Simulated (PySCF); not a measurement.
Assigning NMR signals

Atom-mapped SMILES (the numbers label the heavy atoms): `[CH2:1]=[CH:2][C@@H:3]1[CH2:4][Si@@H:5]([PH2:6])[C@@H:7]1[F:8]`; H(Xn) means a hydrogen on atom n. Ha(C4) is cis to C2 on the ring; Ha(C1) is cis to C3; Hb(C4) is trans to C2 on the ring; Hb(C1) is trans to C3.

Equivalent nuclei averaged, gas phase, a single conformation, non-relativistic Hamiltonian. GFN2-xTB geometry; σ from GIAO-PBE0/pcSseg-1; PySCF 2.14.

δ = σ(ref) − σ, references computed at the same level: ¹³C (σref 186.93), ¹H (σref 31.72) against TMS.

**Question.** Assign these signals to the numbered atoms. ¹³C{¹H} NMR (computed): δ 148.2 (CH), 121.1 (CH2), 92.3 (CH), 52.6 (CH), 13.8 (CH2).

**Answer.** 
```tsv
δ (ppm)	atoms	environment	reason
148.2	C2	alkene CH	an sp2 carbon of a C=C bond
121.1	C1	terminal =CH2 carbon	as expected for a trigonal carbon in a double bond
92.3	C7	sp3 CH bonded to F and Si	the inductive effect lowers its shielding
52.6	C3	allylic sp3 CH	aliphatic region, no heteroatom directly attached
13.8	C4	sp3 CH2 bonded to Si	–
```

**Question.** Assign these signals to the numbered atoms. ¹H NMR (300 MHz, computed): δ 6.36 (m, 1H), 5.76 (m, 1H), 5.40 (m, 1H), 5.36 (m, 1H), 5.14 (m, 1H), 3.55 (m, 1H), 1.34 (m, 1H), 1.31 (m, 2H), 1.01 (m, 1H).

**Answer.** 
| δ (ppm) | atoms | environment | reason |
| --- | --- | --- | --- |
| 6.36 | H(C2) | hydrogen on an alkene CH | a vinylic proton, deshielded by the sp2 carbon and the C=C anisotropy |
| 5.76 | H(Si5) | hydrogen on a silicon bonded to 2 C, P, in a 4-membered ring | – |
| 5.40 | Ha(C1) | hydrogen on a terminal =CH2 carbon | a vinylic proton, deshielded by the sp2 carbon and the C=C anisotropy |
| 5.36 | Hb(C1) | hydrogen on a terminal =CH2 carbon | – |
| 5.14 | H(C7) | hydrogen on an sp3 CH bonded to F and Si | its carbon carries F, an electronegative neighbour |
| 3.55 | H(C3) | hydrogen on an allylic sp3 CH | – |
| 1.34 | Hb(C4) | hydrogen on an sp3 CH2 bonded to Si | – |
| 1.31 | H(P6) | hydrogen on a phosphorus bonded to Si | – |
| 1.01 | Ha(C4) | hydrogen on an sp3 CH2 bonded to Si | – |

Ha(C1) and Hb(C1); Hb(C4) and H(P6) lie closer than the usual error of such a calculation, so a measured spectrum could show them in the other order.

Splittings by ¹⁹F and ³¹P in the carbon and heteronuclear signals aren't shown, as no couplings were computed. Shifts are as computed. Against solution values, carbons near 30 ppm lie about +3 ppm off and those near 130 ppm about +5 ppm. Of 1309 compounds with measured shifts, 239 miss one by over three times the rms of a fit or turn the order of signals round; such compounds aren't used in these exercises. No couplings were computed; multiplicities are counted from neighbouring protons, with m where these are inequivalent, close in shift, in a saturated or five-membered ring or joined by F or P, and br s for small geminal =CH2 splittings.
